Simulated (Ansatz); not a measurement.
Program: Ansatz. Geometries: PBE0-D4/def2-TZVP. ΔE: electronic, gas phase. CCSD(T)/CBS adds triple-zeta CCSD(T) − MP2 to the extrapolated MP2 energy (def2 sets, frozen cores). This one scheme is used for every species. DFT in def2-TZVPP. B3LYP here is the variant with VWN-RPA as its local correlation; programs differ in this. Each species was taken in one conformer, which may not be the lowest.

`COBO` + `N[SiH](N)[SiH3]` → `CN[SiH](N)[SiH3]` + `OBO`  (substitution at a C–O bond)

`COBO`:

```xyz
9

C     0.286   -1.233   -0.488
O     0.329    0.173   -0.390
B    -0.373    0.845    0.556
O    -0.301    2.198    0.608
H    -0.352   -1.670    0.286
H     1.297   -1.631   -0.383
H    -0.101   -1.514   -1.470
H    -1.061    0.275    1.355
H     0.275    2.557   -0.073
```

`N[SiH](N)[SiH3]`:

Z-matrix (Å, degrees):
```
Si
N 1 1.715
Si 1 2.353 2 105.3
N 1 1.717 2 107.8 3 124.4
H 1 1.496 2 116.7 3 -120.4
H 2 1.006 1 121.1 3 31.9
H 2 1.008 1 120.6 3 -178.7
H 3 1.490 1 110.5 2 -170.0
H 3 1.492 1 112.4 2 -49.8
H 3 1.491 1 110.9 2 70.5
H 4 1.006 1 120.0 2 149.1
H 4 1.007 1 121.2 2 -62.6
```

`CN[SiH](N)[SiH3]`:

Cartesian coordinates in Å:
```
C 1.002 1.347 -1.661
N -0.123 0.594 -1.156
Si -0.395 0.223 0.496
N -2.081 0.000 0.706
Si 0.610 -1.752 1.295
H 0.716 1.947 -2.530
H 1.350 2.038 -0.889
H 1.857 0.722 -1.949
H -0.550 -0.010 -1.842
H 0.231 1.380 1.212
H -2.732 0.736 0.481
H -2.440 -0.610 1.422
H 2.094 -1.620 1.265
H 0.216 -2.071 2.699
H 0.244 -2.924 0.449
```

`OBO`:

Cartesian coordinates in Å:
```
O 0.200 -0.165 -1.062
B 0.113 0.235 0.239
O -0.692 -0.443 1.089
H 0.794 0.376 -1.584
H 0.728 1.173 0.662
H -1.142 -1.177 0.658
```

```json
{"level": "r2SCAN-D4", "ΔE (kJ/mol)": "-11.6", "difference from CCSD(T)/CBS": "1.8"}
{"level": "B3LYP-D4", "ΔE (kJ/mol)": "-11.4", "difference from CCSD(T)/CBS": "2.0"}
{"level": "ωB97X-V", "ΔE (kJ/mol)": "-11.2", "difference from CCSD(T)/CBS": "2.2"}
{"level": "ωB97M-V", "ΔE (kJ/mol)": "-12.2", "difference from CCSD(T)/CBS": "1.2"}
{"level": "r2SCAN", "ΔE (kJ/mol)": "-10.7", "difference from CCSD(T)/CBS": "2.7"}
{"level": "HF/def2-TZVPP", "ΔE (kJ/mol)": "-5.2", "difference from CCSD(T)/CBS": "8.2"}
{"level": "MP2/def2-TZVPP", "ΔE (kJ/mol)": "-16.3", "difference from CCSD(T)/CBS": "-2.9"}
{"level": "SCS-MP2/def2-QZVPP", "ΔE (kJ/mol)": "-13.1", "difference from CCSD(T)/CBS": "0.3"}
{"level": "MP2/CBS(def2)", "ΔE (kJ/mol)": "-16.3", "difference from CCSD(T)/CBS": "-2.9"}
{"level": "CCSD/CBS(def2)", "ΔE (kJ/mol)": "-12.7", "difference from CCSD(T)/CBS": "0.7"}
{"level": "CCSD(T)/CBS", "ΔE (kJ/mol)": "-13.4", "difference from CCSD(T)/CBS": "0"}
```

Largest T1 diagnostic among the species: 0.013.

The D4 term adds −3.7 kJ/mol with B3LYP and −2.2 kJ/mol with PBE0; it sums over pairs of atoms, weighted by their polarisabilities, and B3LYP, whose exchange is more repulsive, gets the larger term. In def2-TZVPP, CCSD(T) changes the Hartree–Fock value by −8.2 kJ/mol (the triples alone add −0.7 kJ/mol) and MP2 by −11.1 kJ/mol.
